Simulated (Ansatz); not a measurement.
Cartesian coordinates in Å:
```
C -3.422 0.346 1.881
C -3.084 -0.309 0.543
C -3.868 0.371 -0.577
C -3.436 -1.794 0.592
O -1.725 -0.170 0.298
Mg -0.001 0.002 -0.002
O 1.724 0.175 -0.303
C 3.084 0.310 -0.544
C 3.672 -1.059 -0.879
C 3.761 0.872 0.703
C 3.293 1.262 -1.719
H -4.486 0.260 2.115
H -3.159 1.407 1.855
H -2.853 -0.129 2.684
H -4.947 0.286 -0.424
H -3.619 -0.086 -1.538
H -3.609 1.432 -0.624
H -4.501 -1.950 0.783
H -3.184 -2.269 -0.359
H -2.867 -2.287 1.384
H 4.746 -1.000 -1.077
H 3.181 -1.471 -1.764
H 3.514 -1.748 -0.046
H 3.334 1.846 0.954
H 3.603 0.199 1.550
H 4.838 0.995 0.558
H 2.798 0.870 -2.611
H 2.861 2.240 -1.489
H 4.353 1.399 -1.945
```

The species carries charge 0 and has multiplicity 1.

List the ωB97M-V/def2-TZVPP orbital energies in eV (Ansatz 0.2.0). (An estimate is asked.)

Ansatz gave: Occupied: -1280.71, -524.55, -524.55, -282.58, -282.58, -280.71, -280.71, -280.71, -280.71, -280.70, -280.70, -88.44, -53.38, -53.38, -53.25, -29.66, -29.57, -24.17, -24.12, -21.70, -21.70, -21.70, -21.70, -17.81, -17.61, -15.38, -15.22, -14.85, -14.85, -14.84, -14.84, -13.31, -13.31, -13.31, -13.31, -12.83, -12.59, -12.33, -12.33, -11.82, -11.82, -11.82, -11.82, -9.66, -9.66, -9.51, -9.51. Lowest empty: 0.22, 1.89, 1.89, 2.63, 3.07, 3.66, 3.72, 3.72.
